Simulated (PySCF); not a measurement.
Identify the unknown among the candidates.

All candidates are C4H11NOSi.

- Dipole: 1.11 D [PBE0/def2-SVPD]
- Polarisability: 85.5 au [PBE0/def2-SVPD]
- 13C NMR: chemical shifts (computed TMS as zero) by class: 168.6 (1 C), 64.9 (1 C), 21.5 (1 C), -4.4 (1 C) ppm [GIAO PBE0/pcSseg-1]
- Rotational structure: rotational constants A, B, C: 2.759, 1.653, 1.142 GHz [GFN2-xTB]
- 1H NMR: chemical shifts (computed TMS as zero) by class: 8.60 (1 H), 8.54 (1 H), 5.33 (1 H), 4.28 (1 H), 4.24 (1 H), 1.50 (3 H), 0.05 (3 H) ppm [GIAO PBE0/pcSseg-1]
- Triplet: lowest triplet excitation (Tamm–Dancoff): 3.30 eV [TDA PBE0/def2-SVPD]
- UV, strongest line: among the 8 lowest singlet transitions: S4 at 6.56 eV (189 nm, f = 0.062) [TDDFT PBE0/def2-SVPD]

Electronic properties: PySCF, gas phase, density fitting. Levels stand in brackets. One conformer (not necessarily the lowest) at the GFN2-xTB geometry, without solvent, vibrations or thermal averaging. NMR values are class means; diastereotopic atoms form classes of their own.

Question: Which candidate is it?
A. `C=CC[Si@@H](O)NC`
B. `C=N[Si@H](C)OCC`
C. `[H]/N=C/CCO[SiH2]C`

Answer: B. It is `C=N[Si@H](C)OCC`. Numbering: `[CH2:1]=[N:2][Si@H:3]([CH3:4])[O:5][CH2:6][CH3:7]`. Its formula, C4H11NOSi, gives 1 degree of unsaturation: 0 rings and 1 π bond in the structure found. 4 carbons fall into 4 classes; from least to most shielded: C=N carbon [C1] (168.6 ppm), sp3 carbon bound to oxygen [C6] (64.9 ppm), methyl carbon [C7] (21.5 ppm), Si-methyl carbon [C4] (-4.4 ppm). Hydrogen classes from least to most shielded: 1 H on a C=N carbon, C1 (8.60 ppm), 1 H on a C=N carbon, C1 (8.54 ppm), 1 H on an oxygen-bound silicon, Si3 (5.33 ppm), 1 H on an sp3 carbon bound to oxygen, C6 (4.28 ppm), 1 H on an sp3 carbon bound to oxygen, C6 (4.24 ppm), 3 H on a methyl carbon, C7 (1.50 ppm, a mean of values up to 1.5 ppm apart in this geometry), 3 H on an Si-methyl carbon, C4 (0.05 ppm, a mean of values up to 0.6 ppm apart in this geometry). The optimised geometry has point group C1 and is an asymmetric top.

The others, at the same levels:
- `C=CC[Si@@H](O)NC` fails: its computed 13C shifts are 143.4 (1 C), 118.1 (1 C), 29.8 (1 C), 27.6 (1 C) ppm, 1H shifts are 6.14 (1 H), 5.19 (1 H), 5.18 (1 H), 4.86 (1 H), 2.78 (3 H), 1.98 (1 H), 1.53 (1 H), 1.47 (1 H), 0.06 (1 H) ppm and rotational constant A is 3.513 GHz (against 2.759 GHz).
- `[H]/N=C/CCO[SiH2]C` fails: its computed 13C shifts are 176.6 (1 C), 66.3 (1 C), 47.6 (1 C), -2.6 (1 C) ppm, 1H shifts are 11.03 (1 H), 8.68 (1 H), 4.98 (2 H), 4.06 (2 H), 2.53 (2 H), 0.26 (3 H) ppm and rotational constant A is 5.011 GHz (against 2.759 GHz).

Each candidate is one conformer, not necessarily the lowest. Dipoles, sizes and rotational constants follow the conformer. The torsions of the flexible species, by atom-mapped SMILES:
- `[CH2:1]=[N:2][Si@H:3]([CH3:4])[O:5][CH2:6][CH3:7]`: C1–N2–Si3–C4 -7°, N2–Si3–O5–C6 -57°, Si3–O5–C6–C7 73°
- `[CH2:1]=[CH:2][CH2:3][Si@@H:4]([OH:5])[NH:6][CH3:7]`: C1–C2–C3–Si4 97°, C2–C3–Si4–O5 -54°, C3–Si4–N6–C7 -174°, H–O5–Si4–C3 48°
- `[H]/[N:7]=[CH:6]/[CH2:5][CH2:4][O:3][SiH2:2][CH3:1]`: C1–Si2–O3–C4 -178°, Si2–O3–C4–C5 -176°, O3–C4–C5–C6 67°, C4–C5–C6–N7 129°
